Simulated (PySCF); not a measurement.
CaBr2: breathing scan

These are results of PBE in PySCF with Ca def2-TZVP, Br def2-TZVP; no relativity; density-fitted integrals, not measurements.

Rigid scan from the singlet minimum (Ca–Br 2.615 Å (×2); Br–Ca–Br 180.0°). Coordinate: all bonds to the central atom scaled together. Energies in kJ/mol from the minimum.

(1) Predict the curve at 0.88, 0.92, 0.96, 1.00, 1.04, 1.08, 1.14, 1.22, 1.35.

## Answers

(1) 
| scale of all bonds to the centre | E (kJ/mol) |
| --- | --- |
| 0.88 | 119.1 |
| 0.92 | 46.2 |
| 0.96 | 10.1 |
| 1.00 | 0.0 |
| 1.04 | 8.1 |
| 1.08 | 28.6 |
| 1.14 | 73.9 |
| 1.22 | 148.2 |
| 1.35 | 275.5 |

Other isomers or separated fragments may lie lower.

The scan took 100 s on 2 threads of a shared AMD EPYC (Zen 3) host; the process peaked at 1 GiB. Launch command: `OMP_NUM_THREADS=2 python axn.py task.json out`.
